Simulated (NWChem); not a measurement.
# Si2NH6OF; SMILES N[SiH2]O[SiH2]F

```xyz
11

Si    -0.5581    -1.6155     0.2080
F      0.7227    -2.4652    -0.3080
O     -0.3234    -0.0264    -0.0899
Si     0.5642     1.3819     0.0826
N     -0.2658     2.7900    -0.4268
H     -0.6835    -1.8676     1.6684
H     -1.7426    -2.0809    -0.5550
H      1.7856     1.2415    -0.7550
H      0.8762     1.5353     1.5319
H     -0.4013     2.9840    -1.4123
H     -1.0161     3.1828     0.1299
```
Atoms are numbered in this order, from 1.

All runs: NWChem. Geometry: optimised at PBE0/def2-SVP. Level: PBE/def2-SVP with SMD (1 M gas to 1 M solution), gas-phase geometry. Reactions with the solvent are ignored.

Task: Estimate the computed values for solvent water. Quantities: solvation free energy (kcal/mol); cavity-dispersion-structure term (kcal/mol); dipole in solution (D).

Result: 
- solvation free energy (kcal/mol) = -0.4
- cavity-dispersion-structure term (kcal/mol) = 4.3
- dipole in solution (D) = 3.02
